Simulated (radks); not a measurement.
Initial-state core-level shifts of the terbium ion Tb+ when its valence configuration changes from [Xe] 4f9 6s1. Calculated with a radial shooting solver on a logarithmic mesh with Libxc functionals: Dirac Kohn-Sham, PBEsol, spin-unpolarised, spherical densities, finite nucleus; open shells are shared between the two j in proportion to 2j + 1; Fermi nuclear charge, rms radius 5.06 fm. Shifts are changes of the shell-averaged eigenvalues in eV (positive: less bound); the change of the density at the nucleus, which sets a Mossbauer isomer shift, is in e/bohr^3, on a base of 6.858e+05.

valence               1s       2p       3p       4d  density at nucleus
4f8.5 6s1 6p0.5   -4.750   -4.993   -5.373   -5.074              +19.33
4f8.5 6s1.5       -4.088   -4.338   -4.724   -4.419              +37.08
4f8.5 6p1.5       -6.039   -6.268   -6.635   -6.349              -17.21
4f7.5 6s1.5 6p1  -14.920  -15.785  -17.139  -15.876              +89.72
4f10              +6.022   +6.370   +6.901   +6.597              -54.16
4f8 6s1.5 6p0.5   -9.316   -9.853  -10.690   -9.969              +61.82
4f7 6s1 6p2      -21.460  -22.685  -24.611  -22.681              +96.42
4f8 5d1 6s1       -6.427   -6.868   -7.764   -7.005              +33.45
4f9 6p1           -1.316   -1.297   -1.277   -1.298              -33.32
